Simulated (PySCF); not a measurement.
Al(H)(Cl)(NMe2) (C₂H₇AlClN), SMILES C[N](C)[AlH][Cl]. Coordinates come from a PBE-D3(BJ)/def2-SVP optimisation. The structure was generated by enumeration; whether it is a known compound was not checked. The values are those of a single conformer.

Give the equilibrium geometry at PBE-D3(BJ)/def2-SVP (PySCF confirms it by a frequency run) as a Z-matrix, and its point group. (Estimate from the structure and the level; the computed values follow.)

This is not unique; one that fits is point group Cs.
```
N
C 1 1.4521
H 2 1.1082 1 110.67
H 2 1.1164 3 107.87 1 122.44
H 2 1.1164 3 107.87 4 115.12
C 1 1.4523 2 113.44 3 180.00
H 6 1.1100 1 110.99 2 180.00
H 6 1.1166 7 107.52 1 -122.63
H 6 1.1166 7 107.52 8 -114.73
Al 1 1.7901 2 124.85 3 0.00
H 10 1.5845 1 120.84 2 180.00
Cl 10 2.1227 11 121.85 7 180.00
```
Charge 0, spin multiplicity 1.
